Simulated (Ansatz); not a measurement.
Calculated with Ansatz (gas phase, PBE0-D4/def2-TZVP geometries, no zero-point term in ΔE). CBS: MP2 limit from def2 TZ/QZ plus the TZ coupled-cluster correction, frozen cores. Functionals use def2-TZVPP. B3LYP here is the variant with VWN-RPA as its local correlation; programs differ in this. Each species was taken in one conformer, which may not be the lowest.

`C[SiH2]SS` → `C[SiH](S)S`  (isomerisation)

`C[SiH2]SS`:

Cartesian coordinates in Å:
```
C 1.014 0.705 -0.796
Si 0.111 0.402 0.802
S -1.982 0.014 0.492
S -1.800 -1.683 -0.670
H 0.607 1.579 -1.310
H 2.076 0.878 -0.602
H 0.921 -0.161 -1.454
H 0.700 -0.750 1.535
H 0.123 1.606 1.677
H -1.770 -2.591 0.324
```

`C[SiH](S)S`:

Cartesian coordinates in Å:
```
C -1.026 -1.047 0.043
Si 0.260 0.234 0.447
S -0.493 2.071 -0.347
S 2.202 -0.241 -0.311
H -1.987 -0.781 0.491
H -1.162 -1.134 -1.037
H -0.717 -2.020 0.430
H 0.500 0.331 1.909
H 0.599 2.783 -0.024
H 1.825 -0.197 -1.601
```

```
             level  ΔE (kcal/mol)  difference from CCSD(T)/CBS
         revPBE-D4          -23.5                          2.2
         r2SCAN-D4          -25.8                         -0.1
          B3LYP-D4          -24.1                          1.6
           ωB97X-V          -25.4                          0.3
           ωB97M-V          -25.4                          0.3
            B2PLYP          -25.2                          0.5
               PBE          -23.8                          1.9
              BLYP          -22.8                          2.9
           r2SCAN0          -26.3                         -0.6
         CAM-B3LYP          -25.0                          0.7
           LC-ωPBE          -26.4                         -0.7
RPA@PBE/def2-TZVPP          -24.9                          0.8
      MP2/def2-SVP          -29.6                         -3.9
    MP2/def2-TZVPP          -27.4                         -1.7
   CCSD/def2-TZVPP          -26.6                         -0.9
    CCSD/CBS(def2)          -25.9                         -0.2
       CCSD(T)/CBS          -25.7                            0
```

Largest T1 diagnostic among the species: 0.011.

Leaving LDA and LC-ωPBE aside and taking each functional with its dispersion term where it has one, the values, not all of them listed here, spread over 3.8 kcal/mol, from PBE-QIDH to BLYP-D4. LDA lies −0.8 kcal/mol from PBE without D4. At CCSD(T), def2-SVP lies −2.2 kcal/mol from the extrapolated value and def2-TZVPP −0.7 kcal/mol.
